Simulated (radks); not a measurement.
Values are calculated unless marked as measured or tabulated.
Task: Valence configurations of Au (all share [Xe]). Code: a radial shooting solver on a logarithmic mesh with Libxc functionals. Model: Dirac Kohn-Sham, LDA (Slater exchange, Perdew-Wang correlation), spin-unpolarised, spherical densities, point nucleus; open shells are shared between the two j in proportion to 2j + 1. Order these by energy: 4f14 5d9 6s2; 4f13 5d10 6s1 6p1; 4f13 5d7.5 6s1.5 6p3; 4f13.5 5d9.5 6s1.5 6p0.5; 4f14 5d10 6p1; 4f13 5d10 6s2; 4f14 5d9.5 6s1.5; 4f14 5d7.5 6s1.5 6p2; 4f14 5d10 6s1; 4f14 5d9.5 6s1 6p0.5.

Result: From the lowest, in eV above it: 4f14 5d10 6s1 0.000; 4f14 5d9.5 6s1.5 0.670; 4f14 5d9 6s2 1.631; 4f14 5d9.5 6s1 6p0.5 3.411; 4f14 5d10 6p1 5.341; 4f14 5d7.5 6s1.5 6p2 20.070; 4f13.5 5d9.5 6s1.5 6p0.5 43.347; 4f13 5d10 6s2 81.888; 4f13 5d10 6s1 6p1 87.816; 4f13 5d7.5 6s1.5 6p3 117.55. NIST lists [Xe] 4f14 5d10 6s1 as the ground configuration; this level of theory agrees among the configurations tried. The energies are those of spherical spin-averaged densities, not of single terms.
